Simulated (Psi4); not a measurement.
C4H10O, singlet, at a GFN2-xTB geometry; PBE0/6-311++G** in Psi4 1.11.

Input for Psi4:
```
memory 2 GB

molecule mol {
0 1
C    -2.509527   -0.112710    0.133814
C    -1.182413   -0.055656   -0.612560
C     0.000062    0.001321    0.349161
C     1.334924    0.058770   -0.385253
O     2.370656    0.109114    0.573171
H    -2.551461   -0.994627    0.768849
H    -3.340932   -0.152860   -0.566055
H    -2.630918    0.766607    0.762201
H    -1.166251    0.825204   -1.258767
H    -1.086781   -0.936324   -1.252118
H    -0.078887    0.881797    0.988774
H     0.000498   -0.877845    0.995415
H     1.365873    0.949229   -1.031033
H     1.446147   -0.830124   -1.024318
H     3.219183    0.145687    0.120714
}

set {
  basis 6-311++g**
  reference rks
  puream false
}

energy('pbe0')
print_variables()
```

Task: What does Psi4 print? Leave out banner, timings and long lists.

Result: 
```
   => Loading Basis Set <=

    Name: 6-311++G**
    Role: ORBITAL
    Keyword: BASIS

         ---------------------------------------------------------
                                   SCF
               by Justin Turney, Rob Parrish, Andy Simmonett
                          and Daniel G. A. Smith
                              RKS Reference
         ---------------------------------------------------------

  ==> Geometry <==

    Molecular point group: c1
    Full point group: C1

    Geometry (in Angstrom), charge = 0, multiplicity = 1:

       Center              X                  Y                   Z               Mass
    ------------   -----------------  -----------------  -----------------  -----------------
         C           -2.573972998038    -0.115693079346     0.113810557249    12.000000000000
         C           -1.246858998038    -0.058639079346    -0.632563442751    12.000000000000
         C           -0.064383998038    -0.001662079346     0.329157557249    12.000000000000
         C            1.270478001962     0.055786920654    -0.405256442751    12.000000000000
         O            2.306210001962     0.106130920654     0.553167557249    15.994914619570
         H           -2.615906998038    -0.997610079346     0.748845557249     1.007825032230
         H           -3.405377998038    -0.155843079346    -0.586058442751     1.007825032230
         H           -2.695363998038     0.763623920654     0.742197557249     1.007825032230
         H           -1.230696998038     0.822220920654    -1.278770442751     1.007825032230
         H           -1.151226998038    -0.939307079346    -1.272121442751     1.007825032230
         H           -0.143332998038     0.878813920654     0.968770557249     1.007825032230
         H           -0.063947998038    -0.880828079346     0.975411557249     1.007825032230
         H            1.301427001962     0.946245920654    -1.051036442751     1.007825032230
         H            1.381701001962    -0.833107079346    -1.044321442751     1.007825032230
         H            3.154737001962     0.142703920654     0.100710557249     1.007825032230

  Running in c1 symmetry.

  Rotational constants: A =      0.62899  B =      0.06653  C =      0.06300 [cm^-1]
  Rotational constants: A =  18856.52191  B =   1994.54386  C =   1888.62232 [MHz]
  Nuclear repulsion =  185.584964951412474

  Charge       = 0
  Multiplicity = 1
  Electrons    = 42
  Nalpha       = 21
  Nbeta        = 21

  ==> Algorithm <==
[...]
   @DF-RKS iter   3:  -233.45133506859401   -9.85262e-01   6.57693e-04 DIIS/ADIIS
   @DF-RKS iter   4:  -233.45411852036625   -2.78345e-03   4.73417e-04 DIIS/ADIIS
   @DF-RKS iter   5:  -233.45684654037419   -2.72802e-03   6.89589e-05 DIIS
   @DF-RKS iter   6:  -233.45690887074161   -6.23304e-05   2.62139e-05 DIIS
   @DF-RKS iter   7:  -233.45691883517469   -9.96443e-06   4.54330e-06 DIIS
   @DF-RKS iter   8:  -233.45691916201434   -3.26840e-07   6.65805e-07 DIIS
  Energy and wave function converged.

  ==> Post-Iterations <==

   Electrons on quadrature grid:
      Ntotal   =   42.0000837924 ; deviation = 8.379e-05

    Orbital Energies [Eh]
    ---------------------

    Doubly Occupied:

[...]
    Virtual:

[...]
    Final Occupation by Irrep:
              A
    DOCC [    21 ]
    NA   [    21 ]
    NB   [    21 ]

  @DF-RKS Final Energy:  -233.45691916201434

   => Energetics <=

    Nuclear Repulsion Energy =            185.5849649514124735
    One-Electron Energy =                -683.0069586836470990
    Two-Electron Energy =                 289.6350654359307555
    DFT Exchange-Correlation Energy =     -25.6699908657104885
    Empirical Dispersion Energy =           0.0000000000000000
    VV10 Nonlocal Energy =                  0.0000000000000000
    Total Energy =                       -233.4569191620143442

Computation Completed

Properties will be evaluated at   0.000000,   0.000000,   0.000000 [a0]

Properties computed using the SCF density matrix

 Multipole Moments:

 ------------------------------------------------------------------------------------
     Multipole            Electronic (a.u.)      Nuclear  (a.u.)        Total (a.u.)
 ------------------------------------------------------------------------------------

 L = 1.  Multiply by 2.5417464519 to convert [e a0] to [Debye]
 Dipole X            :          5.1694801           -5.1149915            0.0544886
 Dipole Y            :          0.2367647           -0.2367512            0.0000135
 Dipole Z            :          0.9399382           -1.5876394           -0.6477013
 Magnitude           :                                                    0.6499892

 ------------------------------------------------------------------------------------

  Variable Map:
  ----------------------------------------------------------------------------
[...]
  Array Variable Map:
  ----------------------------------------------------------------------------
[...]
[...]
```
